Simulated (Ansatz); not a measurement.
## Abstraction of Cl: InH2Cl + C2H5AlCl → InH2 + C2H5AlCl2

Species: InH2Cl `[Cl][InH2]`, singlet; C2H5AlCl `C[CH2][Al][Cl]`, doublet; InH2 `[InH2]`, doublet; C2H5AlCl2 (ethylaluminum dichloride) `C[CH2][Al]([Cl])[Cl]`, singlet. A radical takes Cl: the energy is the difference in strength between the In–Cl bond broken and the Al–Cl bond made.

Shapes, held fixed at every level: PBE0-D4/def2-TZVP. Flexible molecules stand in one conformer, not always the lowest. Programs: Ansatz 0.2.0. Electronic energies: no zero-point or thermal term.

```json
{"level": "MP2/def2-SVP", "kind": "perturbation theory", "ΔE (kJ/mol)": "-92.0", "less CCSD(T)/def2-TZVPP": "-8.2"}
{"level": "B3LYP-D4/def2-TZVPP", "kind": "global hybrid", "ΔE (kJ/mol)": "-82.1", "less CCSD(T)/def2-TZVPP": "+1.7"}
{"level": "BHLYP-D4/def2-TZVPP", "kind": "global hybrid", "ΔE (kJ/mol)": "-84.5", "less CCSD(T)/def2-TZVPP": "-0.7"}
{"level": "wB97X-V/def2-TZVPP", "kind": "range-separated hybrid", "ΔE (kJ/mol)": "-80.4", "less CCSD(T)/def2-TZVPP": "+3.4"}
{"level": "CCSD/def2-SVP", "kind": "coupled cluster or CI", "ΔE (kJ/mol)": "-93.3", "less CCSD(T)/def2-TZVPP": "-9.5"}
{"level": "CCSD/def2-TZVPP", "kind": "coupled cluster or CI", "ΔE (kJ/mol)": "-85.4", "less CCSD(T)/def2-TZVPP": "-1.6"}
{"level": "CCSD(T)/def2-TZVPP", "kind": "coupled cluster or CI", "ΔE (kJ/mol)": "-83.8", "less CCSD(T)/def2-TZVPP": "0.0"}
```

The highest level, CCSD(T)/def2-TZVPP, gives ΔE = -83.8 kJ/mol; the levels span -93.3 to -80.4. The column of differences is taken from that level and isn't an error. No measured value is set beside it here. Open shells run unrestricted. For atoms past krypton def2 sets carry core potentials with scalar relativity. Outer-core shells of In are correlated, in sets that cover them unevenly.
